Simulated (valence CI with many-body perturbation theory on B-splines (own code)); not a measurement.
**Yb XLVIII in three bases**

Calculated by valence CI with perturbative core correlation (CI+MBPT): five valence electrons over a frozen Dirac-Fock core [Ar], a basis of 7 s, 7 p, 8 d, 6 f, 4 g, 1 h functions for each j, with the one-electron correlation potential Σ1, the two-electron term Σ2, the three-electron term Σ3, Breit, model QED; selected CI, second order for the rest, scaled by the run's own slope (own B-spline code, finite nucleus).

No measured spectrum was set against this ion. As an estimate, large intervals hold to a few tenths of a per cent, small ones and those within an open d or f shell to about a per cent. Among the levels kept, up to 550 cm⁻¹ of a level comes from second order outside the variational space, and about a tenth of that is noise between levels of different J, which matters for small intervals. Only levels of the ground parity were solved; by the run's estimate the other parity begins above the list, which can be wrong where configurations are misplaced.

The reference run has the lowest level (3d3/2^4 3d5/2) J=5/2 and an ionisation energy of 4051.17 eV. Its largest variational space holds 20000 state functions.

Levels are named by their leading jj configuration (3d3/2^4 stands for four electrons in 3d with j = 3/2), which in mixed levels can hold well under half, so a name can repeat and another be missing. Letters in brackets count levels of one name in rising energy.

Changed runs:
A. basis 6 s, 6 p, 5 d, 5 f, 1 g
B. basis 5 s, 5 p, 4 d, 4 f

Excitation energies of the reference run in cm⁻¹, and shifts in cm⁻¹:

```csv
Level,Reference,A,B
(3d3/2^3 3d5/2^2) J=5/2 [a],344543,-255,-521
(3d3/2^3 3d5/2^2) J=7/2 [a],434243,-44,+294
(3d3/2^3 3d5/2^2) J=11/2,445098,+11,+317
(3d3/2^3 3d5/2^2) J=3/2 [a],446779,-69,+201
(3d3/2^3 3d5/2^2) J=9/2,484572,+16,+653
(3d3/2^3 3d5/2^2) J=5/2 [b],510270,+30,+858
(3d3/2^3 3d5/2^2) J=1/2,532843,-22,+703
(3d3/2^3 3d5/2^2) J=7/2 [b],546078,+113,+1063
(3d3/2^3 3d5/2^2) J=3/2 [b],664428,+191,+1288
(3d3/2^2 3d5/2^3) J=5/2 [a],772430,-244,-359
(3d3/2^2 3d5/2^3) J=7/2 [a],835335,-188,+149
(3d3/2^2 3d5/2^3) J=11/2,839947,-115,+142
Ionisation energy (eV),4051.17,-0.11,-0.21
```
